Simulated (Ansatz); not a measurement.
A nudged elastic band was laid between two geometries of CH7NOSi + ClH (13 atoms, charge 0, multiplicity 1).

Method: Ansatz, RKS B3LYP-D4/def2-SVP.

- movable images: 7
- climbing image: yes
- spring: 5.0 eV/Å²
- optimiser: quadratic models (default)
- start path: through a guess of the saddle point
- force threshold: 0.05 eV/Å
- iteration limit: 60
- end points: relaxed

Initial state:

```xyz
13
Properties=species:S:1:pos:R:3
Si -0.727 0.058 1.147
N 0.270 -0.457 -0.206
C 0.251 0.256 -1.487
H -0.404 1.480 1.389
H -0.353 -0.862 2.257
O -2.371 0.032 0.873
H 1.890 -0.033 0.330
Cl 3.120 0.417 0.606
H 0.370 -1.465 -0.324
H 0.263 1.341 -1.297
H -0.640 0.031 -2.100
H 1.154 0.020 -2.073
H -2.822 -0.820 0.884
```

Final state:

```xyz
13
Properties=species:S:1:pos:R:3
Si -0.509 0.655 2.196
N 0.220 -1.037 -0.907
C 0.348 0.052 -1.881
H -1.164 1.861 2.757
H -0.261 -0.350 3.268
O -1.378 0.091 0.934
H 1.104 -1.174 -0.414
Cl 1.420 1.215 1.544
H -0.005 -1.921 -1.365
H 0.618 0.974 -1.346
H -0.622 0.221 -2.372
H 1.106 -0.130 -2.666
H -0.878 -0.458 0.253
```

Problem. Which bonds break or form, and what moves?

Solution. Bonds broken: Si1–N2, H7–Cl8. Bonds formed: Si1–Cl8, N2–H7. CH7NOSi + ClH becomes CH5N + ClH3OSi.

Problem. What energy profile does the band end with?

Solution. It converged. The highest image is number 2 of 0 to 8, 0.211 eV above the first end and 0.933 eV above the last; the last end lies 0.723 eV below the first. The profile has 2 maxima (images 2, 4) with wells between them (image 3): this band takes more than one step, which may be the mechanism or a detour left from its start path. A vibrational analysis at the climbing image gives one clearly imaginary mode, 96i cm⁻¹: a first-order saddle point. The orbitals stay closed-shell, which can raise the energy where a bond breaks towards radicals; this wasn't checked here.

| image | path coordinate (Å) | energy (eV) | Si1–N2 (Å) | H7–Cl8 (Å) | Si1–Cl8 (Å) |
| --- | --- | --- | --- | --- | --- |
| 0 | 0.00 | 0.000 | 1.76 | 1.34 | 3.90 |
| 1 | 0.90 | 0.027 | 1.77 | 1.35 | 3.60 |
| 2 | 1.81 | 0.211 | 1.86 | 1.75 | 3.02 |
| 3 | 2.91 | 0.050 | 1.95 | 2.28 | 2.40 |
| 4 | 4.02 | 0.127 | 2.00 | 2.34 | 2.34 |
| 5 | 5.12 | 0.092 | 2.18 | 2.49 | 2.23 |
| 6 | 6.23 | -0.263 | 2.77 | 2.73 | 2.12 |
| 7 | 7.33 | -0.633 | 3.28 | 2.92 | 2.11 |
| 8 | 8.44 | -0.723 | 3.61 | 3.11 | 2.11 |

Problem. What is the geometry of the highest image?

Solution. 
```xyz
13
Properties=species:S:1:pos:R:3:forces:R:3
Si -0.538 0.114 1.151 0.00 0.00 0.00
N 0.403 -0.505 -0.331 0.00 -0.01 0.01
C 0.315 0.344 -1.539 0.00 0.00 -0.01
H -0.434 1.577 1.139 0.00 0.00 0.00
H -0.101 -0.692 2.307 0.00 0.00 0.00
O -2.133 -0.241 0.794 0.00 0.00 0.00
H 1.431 -0.349 0.121 0.00 0.00 0.00
Cl 2.449 0.576 1.207 0.00 0.00 0.00
H 0.203 -1.488 -0.540 0.00 0.00 0.00
H 0.804 1.298 -1.296 0.00 0.00 0.00
H -0.731 0.516 -1.832 0.00 0.00 0.00
H 0.859 -0.124 -2.371 0.00 0.00 0.00
H -2.526 -1.027 1.189 0.00 0.00 0.00
```

Run time: 4.1 min on 2 threads of AMD EPYC 9R45 96-Core Processor (Zen 5) (shared host), peak memory 0.3 GiB.
